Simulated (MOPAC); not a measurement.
MOPAC input (PM6):

```
PM6 1SCF CHARGE=-1 GEO-OK AUX(PRECISION=9) THREADS=1
HF2Si

Si    0.41461912 1   -0.24657735 1    0.36204208 1
F    -0.92783069 1   -0.92691346 1   -0.41534054 1
F     0.32284718 1    1.29476318 1   -0.33452072 1
H    -0.35981604 1    0.14143532 1    1.68016218 1
```

From the last part of the output:

```
                                                       MOPAC v23.2.5 Linux

          FINAL HEAT OF FORMATION =       -172.71050 KCAL/MOL =    -722.62074 KJ/MOL

          COSMO AREA              =         89.78 SQUARE ANGSTROMS
          COSMO VOLUME            =         76.05 CUBIC ANGSTROMS

          IONIZATION POTENTIAL    =          2.250524 EV
          HOMO LUMO ENERGIES (EV) =         -2.251  4.678
          NO. OF FILLED LEVELS    =         10
          MOLECULAR WEIGHT        =         67.0902         POINT GROUP:  Cs

          MOLECULAR DIMENSIONS (Angstroms)

            Atom       Atom       Distance
            F     3    F     2     2.55080
            H     4    F     2     2.05633
            F     2   Si     1     0.84644

          SCF CALCULATIONS        =          1

   ATOM   CHEMICAL          X               Y               Z
  NUMBER   SYMBOL      (ANGSTROMS)     (ANGSTROMS)     (ANGSTROMS)

     1      Si          0.41461912  *  -0.24657735  *   0.36204208  *
     2       F         -0.92783069  *  -0.92691346  *  -0.41534054  *
     3       F          0.32284718  *   1.29476318  *  -0.33452072  *
     4       H         -0.35981604  *   0.14143532  *   1.68016218  *

                             CARTESIAN COORDINATES

   1   Si        0.414619120    -0.246577350     0.362042080
   2    F       -0.927830690    -0.926913460    -0.415340540
   3    F        0.322847180     1.294763180    -0.334520720
   4    H       -0.359816040     0.141435320     1.680162180

           Empirical Formula: H Si F2  =     4 atoms

      MOLECULAR POINT GROUP   :   Cs

                  EIGENVALUES
 -33.59155 -33.57893 -12.30270 -10.05722  -9.80784  -9.80645  -9.41999  -9.03750
  -7.23119  -2.25052   4.67825   4.91508   6.94267   7.10376   7.33383   7.61956
   9.38476   9.49569

              NET ATOMIC CHARGES AND DIPOLE CONTRIBUTIONS

  ATOM NO.   TYPE          CHARGE      No. of ELECS.   s-Pop       p-Pop       d-Pop
    1         Si          -0.045405        4.0454     1.71963     1.63430     0.69147
    2          F          -0.463000        7.4630     1.94237     5.52063
    3          F          -0.463000        7.4630     1.94237     5.52063
    4          H          -0.028596        1.0286     1.02860
 DIPOLE           X         Y         Z       TOTAL
 POINT-CHG.     1.289    -0.769     1.187     1.914
 HYBRID        -2.209     1.265    -0.595     2.614
 SUM           -0.920     0.496     0.592     1.201

          ATOMIC ORBITAL ELECTRON POPULATIONS

     Atom    s        px        py        pz      x^2-y^2     xz        z^2       yz        xy
    1 Si   1.71963   0.76544   0.37505   0.49382   0.14445   0.12846   0.15697   0.11455   0.14704
    2  F   1.94237   1.77915   1.86924   1.87224
    3  F   1.94237   1.92038   1.71868   1.88157
    4  H   1.02860

 **********************
 *                    *
 * JOB ENDED NORMALLY *
 *                    *
 **********************

 == MOPAC DONE ==
```

The dipole moment of an ion depends on the origin.
